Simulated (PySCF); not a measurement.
Gas-phase equilibrium of 1 mol ZnCl₂, 0.19 mol H₂O at 1400 K and 1.00 bar, among 18 species (ClO, O₂, HCl, O, HO₂, Zn, H₂O, H, Zn(OH)₂, HOCl, H₂O₂, O₃, H₂, ZnH₂, ZnCl₂, Cl, Cl₂, OH). Only gases are allowed; each row takes one source of thermochemistry for all species, and Cantera finds the minimum.

Method: PySCF energies plus ideal-gas RRHO corrections (1 bar). † marks an energy on the PBE0/def2-TZVP geometry and frequencies; other levels use their own. 6-31G* has spherical d functions here. Open shells (unrestricted) among the columns below: O₂ (multiplicity 3); the rest are closed-shell singlets. B3LYP is the form with VWN-RPA correlation. Zn: all electrons, no relativistic terms. No R ln 2 is added for the mirror-image form of Zn(OH)₂. Zn(OH)₂: computed as isolated molecules; such fragments, hydroxides, amides, oligomers or adducts are transient or little studied in the gas. The harmonic model lacks anharmonicity and excited electronic states, which grow with temperature; levels with a mode under 35 cm⁻¹ are left out. Soft modes under 120 cm⁻¹ make the harmonic entropy rough for ZnCl₂.

Molecules larger than those listed are left out. Table species left out: Zn+.

With B3LYP/6-31G* thermochemistry: ZnCl₂ 0.83, H₂O 0.14, HCl 0.017, Zn 0.00013, Zn(OH)₂ 0.0083, O₂ 0.00058.

Problem. How far does the composition move with the other sources (BLYP/def2-TZVP†, M06-2X/def2-TZVP†, PBE0/def2-QZVP†, r2SCAN/def2-TZVP†, ωB97X-V/def2-TZVP†)?

Solution. 
```
thermochemistry     x ZnCl₂  x H₂O   x HCl     x Zn  x Zn(OH)₂     x O₂
------------------  -------  -----  ------  -------  ---------  -------
B3LYP/6-31G*           0.83   0.14   0.017  0.00013     0.0083  0.00058
BLYP/def2-TZVP†        0.80   0.14   0.033    0.016    0.00023   0.0082
M06-2X/def2-TZVP†      0.84   0.16  0.0046   0.0018    0.00050  0.00090
PBE0/def2-QZVP†        0.83   0.16  0.0053   0.0021    0.00053   0.0011
r2SCAN/def2-TZVP†      0.83   0.15  0.0068   0.0021     0.0013   0.0011
ωB97X-V/def2-TZVP†     0.83   0.15  0.0062   0.0020     0.0011  0.00099
```
The most sensitive of these is Zn: it spans a factor of 10^2.1 over these rows; at this temperature one factor of ten is RT ln 10 = 27 kJ/mol.
